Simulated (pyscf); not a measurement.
# `[N]=[C]1[CH]=[CH]1`, doublet

Gas-phase minimum from PySCF at ωB97X-D3(BJ)/def2-SVP, one conformer. cyclic C₃H₂N (SMILES [N]=c1cc1) [doublet] lies 30.0 kcal/mol over its isomer H₂C=C•–C≡N, and others may lie lower still (electronic energy, ωB97M-D3(BJ)). 

```
C
C 1 1.3176
H 1 1.0896 2 148.97
H 2 1.0896 1 148.97 3 0.02
C 1 1.4597 3 147.85 2 -179.97
N 5 1.2381 1 153.16 3 0.01
```
Charge 0, spin multiplicity 2.

Properties at ωB97X-D3(BJ)/def2-SVP:

| Quantity | Value |
|---|---|
| Harmonic wavenumbers, unscaled | 411, 451, 702, 841, 859, 931, 1036, 1075, 1646, 1852, 3276, 3319 cm⁻¹ |
| Zero-point energy | 23.4 kcal/mol |
| Rotational symmetry number | 2 |
| Entropy of this conformer at 298 K and 1 atm, rigid rotor and harmonic oscillator, modes under 100 cm⁻¹ raised to 100 | 264.4 J/(mol K) |
| Dipole moment | 4.34 D |
| Spin expectation value S2 | 0.761 |

Single-point totals, which compare only within one level (frozen core for MP2 and CC):

```tsv
level	total energy (hartree)
ωB97X-D3(BJ)/def2-TZVP	-170.23175
PBE/def2-TZVP	-169.96377
r²SCAN/def2-TZVP	-170.07481
B3LYP-D3(BJ)/def2-TZVP	-170.17945
PBE0-D3(BJ)/def2-TZVP	-169.97045
M06-2X/def2-TZVP	-170.09960
ωB97M-D3(BJ)/def2-TZVP	-170.22233
UHF/def2-TZVPP	-169.13761
MP2/def2-TZVPP	-169.74368
CCSD/def2-TZVPP	-169.76994
CCSD(T)/def2-TZVPP	-169.80369
```

The CCSD(T) − MP2 part came from Ansatz, without density fitting, on the same reference.
